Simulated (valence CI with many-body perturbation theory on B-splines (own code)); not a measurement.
## Re68+: E2, E3, M2 decay

Method: configuration interaction combined with many-body perturbation theory (CI+MBPT): five valence electrons over a frozen Dirac-Fock core [He], a basis of 11 s, 11 p, 10 d, 8 f, 5 g, 2 h functions for each j, with the one-electron correlation potential Σ1, the two-electron term Σ2, the three-electron term Σ3, Breit, model QED; selected CI, second order for the rest, scaled by the run's own slope (own B-spline code, finite nucleus).

No measured spectrum was set against this ion. As an estimate, large intervals hold to a few tenths of a per cent, small ones and those within an open d or f shell to about a per cent. Among the levels kept, up to 7500 cm⁻¹ of a level comes from second order outside the variational space, and about a tenth of that is noise between levels of different J, which matters for small intervals.

Lines 51 to 100 of 112 in falling wavelength, among levels below 108340 × 10³ cm⁻¹, chosen from the decays that carry over 1 % of a level's rate. Wavelengths and rates use the calculated energies. Electric multipoles are in the length gauge, E1 and E2 with the static RPA response of the core. Weak lines are less certain than strong ones. Lines between different terms over intervals too small for the method are left out, as are lines whose strength nearly cancels. The highest levels of a list are the least certain.

Levels are named by their leading jj configuration (3d3/2^4 stands for four electrons in 3d with j = 3/2), which in mixed levels can hold well under half, so a name can repeat and another be missing. Letters in brackets count levels of one name in rising energy.

```tsv
λ vac (nm)	Upper	Lower	Type	A (s⁻¹)	Branch %
0.1287	(2s 2p1/2 2p3/2^2 3p3/2) J=1/2 [b]	(2s 2p1/2 2p3/2^3) J=5/2	E2	3.67e+11	1.1
0.1285	(2s^2 2p3/2^2 3p3/2) J=3/2 [a]	(2s^2 2p3/2^3) J=3/2	E2	1.98e+12	15.9
0.1283	(2s^2 2p1/2 2p3/2 3p3/2) J=1/2 [b]	(2s^2 2p1/2 2p3/2^2) J=5/2	E2	2.07e+12	26.8
0.1281	(2s^2 2p3/2^2 3p3/2) J=3/2 [b]	(2s^2 2p3/2^3) J=3/2	E2	1.19e+11	1.1
0.1280	(2s^2 2p1/2 2p3/2 3p3/2) J=1/2 [b]	(2s^2 2p1/2 2p3/2^2) J=3/2	E2	9.34e+11	12.1
0.1279	(2s 2p1/2^2 2p3/2 3p3/2) J=1/2 [b]	(2s 2p1/2^2 2p3/2^2) J=5/2	E2	5.46e+11	1.7
0.1271	(2s 2p1/2 2p3/2^2 3d5/2) J=9/2 [b]	(2s 2p1/2 2p3/2^3) J=5/2	M2	1.27e+11	1.8
0.1267	(2s 2p1/2^2 2p3/2 3d5/2) J=9/2	(2s 2p1/2^2 2p3/2^2) J=5/2	M2	8.26e+10	43.1
0.1267	(2s 2p1/2^2 2p3/2 3d5/2) J=9/2	(2s 2p1/2^2 2p3/2^2) J=5/2	E3	5.13e+09	2.7
0.1264	(2s^2 2p3/2^2 3d5/2) J=7/2	(2s^2 2p3/2^3) J=3/2	M2	1.40e+11	3.4
0.1264	(2s^2 2p3/2^2 3d5/2) J=9/2	(2s^2 2p3/2^3) J=3/2	E3	3.48e+09	1.0
0.1262	(2s^2 2p1/2 2p3/2 3d5/2) J=9/2	(2s^2 2p1/2 2p3/2^2) J=5/2	M2	8.22e+10	44.0
0.1262	(2s^2 2p1/2 2p3/2 3d5/2) J=9/2	(2s^2 2p1/2 2p3/2^2) J=5/2	E3	5.31e+09	2.8
0.1126	(2s^2 2p3/2^2 3d5/2) J=9/2	(2s 2p1/2^2 2p3/2^2) J=5/2	E2	6.13e+09	1.8
0.1123	(2s 2p1/2 2p3/2^2 3p3/2) J=7/2 [a]	(2s 2p1/2^2 2p3/2^2) J=5/2	E2	5.43e+11	1.6
0.1120	(2s 2p1/2 2p3/2^2 3p3/2) J=1/2 [b]	(2s 2p1/2^2 2p3/2^2) J=3/2	E2	1.08e+12	3.4
0.1118	(2s 2p1/2 2p3/2^2 3p3/2) J=5/2 [d]	(2s 2p1/2^2 2p3/2^2) J=1/2	E2	7.88e+11	1.1
0.1118	(2s 2p1/2 2p3/2^2 3p3/2) J=9/2	(2s 2p1/2^2 2p3/2^2) J=5/2	E2	1.60e+12	24.0
0.1118	(2s^2 2p1/2 2p3/2 3p3/2) J=5/2 [a]	(2s^2 2p1/2^2 2p3/2) J=3/2	E2	3.60e+11	7.8
0.1117	(2s^2 2p1/2 2p3/2 3p3/2) J=1/2 [a]	(2s^2 2p1/2^2 2p3/2) J=3/2	E2	7.37e+11	9.1
0.1117	(2s 2p1/2 2p3/2^2 3p3/2) J=5/2 [e]	(2s 2p1/2^2 2p3/2^2) J=1/2	E2	7.49e+11	1.3
0.1117	(2s^2 2p1/2 2p3/2 3p3/2) J=3/2 [a]	(2s^2 2p1/2^2 2p3/2) J=3/2	E2	1.38e+12	28.4
0.1116	(2s^2 2p1/2 2p3/2 3p3/2) J=7/2	(2s^2 2p1/2^2 2p3/2) J=3/2	E2	1.48e+12	33.9
0.1114	(2s^2 2p3/2^2 3p3/2) J=3/2 [a]	(2s^2 2p1/2 2p3/2^2) J=1/2	E2	2.62e+11	2.1
0.1114	(2s^2 2p1/2 2p3/2 3p3/2) J=3/2 [b]	(2s^2 2p1/2^2 2p3/2) J=3/2	E2	5.48e+10	1.3
0.1114	(2s^2 2p3/2^2 3p3/2) J=7/2	(2s^2 2p1/2 2p3/2^2) J=5/2	E2	6.82e+11	7.7
0.1114	(2s^2 2p3/2^2 3p3/2) J=5/2	(2s^2 2p1/2 2p3/2^2) J=5/2	E2	1.16e+12	10.1
0.1114	(2s^2 2p3/2^2 3p3/2) J=1/2	(2s^2 2p1/2 2p3/2^2) J=5/2	E2	1.67e+12	11.0
0.1113	(2s^2 2p1/2 2p3/2 3p3/2) J=5/2 [b]	(2s^2 2p1/2^2 2p3/2) J=3/2	E2	1.12e+12	25.0
0.1112	(2s^2 2p3/2^2 3p3/2) J=7/2	(2s^2 2p1/2 2p3/2^2) J=3/2	E2	1.19e+12	13.4
0.1112	(2s^2 2p3/2^2 3p3/2) J=5/2	(2s^2 2p1/2 2p3/2^2) J=3/2	E2	6.45e+11	5.6
0.1111	(2s^2 2p3/2^2 3p3/2) J=3/2 [b]	(2s^2 2p1/2 2p3/2^2) J=1/2	E2	1.57e+12	15.0
0.1111	(2s^2 2p1/2 2p3/2 3p3/2) J=1/2 [b]	(2s^2 2p1/2^2 2p3/2) J=3/2	E2	6.86e+11	8.9
0.1109	(2s^2 2p3/2^2 3p3/2) J=3/2 [a]	(2s^2 2p1/2 2p3/2^2) J=5/2	E2	1.30e+12	10.5
0.1106	(2s^2 2p3/2^2 3p3/2) J=3/2 [a]	(2s^2 2p1/2 2p3/2^2) J=3/2	E2	2.40e+11	1.9
0.1106	(2s^2 2p3/2^2 3p3/2) J=3/2 [b]	(2s^2 2p1/2 2p3/2^2) J=5/2	E2	2.21e+11	2.1
0.1095	(2s^2 2p1/2 2p3/2 3d5/2) J=9/2	(2s^2 2p1/2^2 2p3/2) J=3/2	E3	1.24e+10	6.6
0.1093	(2s^2 2p3/2^2 3d5/2) J=9/2	(2s^2 2p1/2 2p3/2^2) J=5/2	M2	4.58e+10	13.4
0.1093	(2s^2 2p3/2^2 3d5/2) J=9/2	(2s^2 2p1/2 2p3/2^2) J=5/2	E3	4.62e+09	1.3
0.1091	(2s^2 2p3/2^2 3d5/2) J=9/2	(2s^2 2p1/2 2p3/2^2) J=3/2	E3	9.74e+09	2.8
0.1077	(2s 2p1/2^2 2p3/2 3d3/2) J=5/2 [a]	(2s^2 2p1/2^2 2p3/2) J=3/2	E2	3.72e+12	2.3
0.1076	(2s 2p1/2^2 2p3/2 3d3/2) J=7/2	(2s^2 2p1/2^2 2p3/2) J=3/2	E2	5.87e+12	20.3
0.1075	(2s 2p1/2 2p3/2^2 3d3/2) J=9/2	(2s^2 2p1/2 2p3/2^2) J=5/2	E2	6.35e+12	61.6
0.1070	(2s 2p1/2 2p3/2^2 3d5/2) J=9/2 [a]	(2s^2 2p1/2 2p3/2^2) J=5/2	E2	6.85e+11	18.2
0.1069	(2s 2p1/2^2 2p3/2 3d3/2) J=3/2 [b]	(2s^2 2p1/2^2 2p3/2) J=3/2	E2	2.10e+12	1.3
0.1068	(2s 2p1/2^2 2p3/2 3d3/2) J=5/2 [b]	(2s^2 2p1/2^2 2p3/2) J=3/2	E2	4.60e+12	5.6
0.1068	(2s 2p1/2 2p3/2^2 3d5/2) J=7/2 [a]	(2s^2 2p1/2 2p3/2^2) J=3/2	E2	4.03e+12	7.3
0.1067	(2s 2p1/2^2 2p3/2 3d3/2) J=1/2 [b]	(2s^2 2p1/2^2 2p3/2) J=3/2	E2	5.41e+12	1.5
0.1067	(2s 2p1/2 2p3/2^2 3d3/2) J=7/2 [c]	(2s^2 2p1/2 2p3/2^2) J=5/2	E2	1.22e+12	2.8
0.1066	(2s 2p1/2 2p3/2^2 3d5/2) J=9/2 [b]	(2s^2 2p1/2 2p3/2^2) J=5/2	E2	3.94e+12	54.5
```
